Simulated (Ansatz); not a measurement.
`C[O][SnH2][Se]C` + `[F][AlH][F]` → `C[Se][Al]([F])[F]` + `C[O][SnH3]`  (formal exchange of groups at the Se–Sn bond)

Gas-phase electronic energies from Ansatz, PBE0-D4/def2-TZVP geometries. CCSD(T)/CBS is the MP2 limit (def2-TZVPP, def2-QZVPP) plus CCSD(T) − MP2 in def2-TZVPP, frozen cores. This one scheme is used for every species. Elements past krypton have def2 core potentials. For Se, Sn outer-core shells are correlated without core-valence functions, which leaves a few kJ/mol of doubt a bond. Scalar relativity is left out up to krypton. Each species was taken in one conformer, which may not be the lowest.

```tsv
species	HF/CBS(def2) energy (Eh)
`C[O][SnH2][Se]C`	-2768.59418
`[F][AlH][F]`	-441.65137
`C[Se][Al]([F])[F]`	-2880.65116
`C[O][SnH3]`	-329.60601
```

(1) Work out ΔE.

Largest T1 diagnostic among the species: 0.013.

Answers

(1) ΔE = (-2880.65116) + (-329.60601) − (-2768.59418) − (-441.65137) = -0.01162 Eh = -30.5 kJ/mol. CCSD(T)/CBS gives -18.3 kJ/mol.

From PBE to PBE0 (25 % exact exchange), in def2-TZVPP and without D4, ΔE moves by −3.1 kJ/mol. In def2-TZVPP, CCSD(T) changes the Hartree–Fock value by +5.7 kJ/mol (the triples alone add +1.9 kJ/mol) and MP2 by +10.6 kJ/mol.
